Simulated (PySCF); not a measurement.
Molecule: `[SiH3]C([SiH3])[SiH3]`, CH10Si3.

Geometry (Å), atoms numbered from 1 in this order:
```xyz
14

Si    0.038    1.701   -0.752
C     0.039    0.147    0.316
Si    1.531   -0.951   -0.042
Si   -1.585   -0.803    0.193
H     1.313    2.462   -0.574
H    -0.092    1.327   -2.194
H    -1.106    2.591   -0.387
H     0.134    0.483    1.367
H     2.802   -0.211    0.229
H     1.520   -1.369   -1.477
H     1.500   -2.180    0.810
H    -1.607   -1.933    1.171
H    -2.746    0.097    0.474
H    -1.743   -1.363   -1.184
```

Geometry PBE0-D3(BJ)/def2-SVP throughout; GIAO in PySCF, gas phase, one conformer, non-relativistic; equivalent atoms averaged; basis pcSseg-1.

Problem. How do the absolute shieldings σ depend on the functional? (ppm; last column core-seconds on shared hosts with different chips, so compare them loosely; the GGAs took longer than the global hybrids here, which isn't the general rule, and the cause wasn't traced)

Solution. 
```
functional                    kind  Si1/Si3/Si4     C2  H5/H6/H7/H9/H10/H11/H12/H13/H14     H8  core-s
        HF            Hartree–Fock        448.4  217.5                            27.90  33.15     5.1
       LDA                     LDA        386.6  203.0                            26.52  31.46      12
       PBE                     GGA        399.6  202.1                            27.06  31.94      14
      BLYP                     GGA        389.2  195.9                            27.33  32.19      15
      BP86                     GGA        398.2  201.6                            27.13  32.03      14
      OPBE                     GGA        421.0  208.3                            27.12  31.93      14
       KT2                     GGA        424.8  204.8                            27.08  31.94      14
       KT3                     GGA        427.1  203.6                            27.38  32.11      14
     B97-D                     GGA        408.7  200.6                            27.43  32.27      14
     B3LYP           global hybrid        400.8  201.5                            27.42  32.36      10
      PBE0           global hybrid        413.7  208.5                            27.22  32.21     9.8
  mPW1PW91           global hybrid        411.6  207.6                            27.30  32.28     9.6
      WP04           global hybrid        395.4  193.3                            28.13  32.53     9.5
     B97-2           global hybrid        417.3  207.1                            27.41  32.34     9.3
 BHandHLYP           global hybrid        418.0  208.1                            27.57  32.62     9.4
 CAM-B3LYP  range-separated hybrid        406.4  206.3                            27.38  32.44      14
   wB97X-D  range-separated hybrid        413.5  209.4                            27.37  32.48      13
   LC-wPBE  range-separated hybrid        419.4  215.5                            27.38  32.50      18
```

Problem. Which nucleus moves most, in ppm?

Solution. Si1/Si3/Si4 (silicon bonded to C, 3 H): from 386.6 ppm with LDA to 448.4 ppm with HF. The smallest spread is 1.60 ppm, at H5/H6/H7/H9/H10/H11/H12/H13/H14. Proton shifts span only some 12 ppm, so a few tenths of a ppm matter as much there as several ppm in carbon.
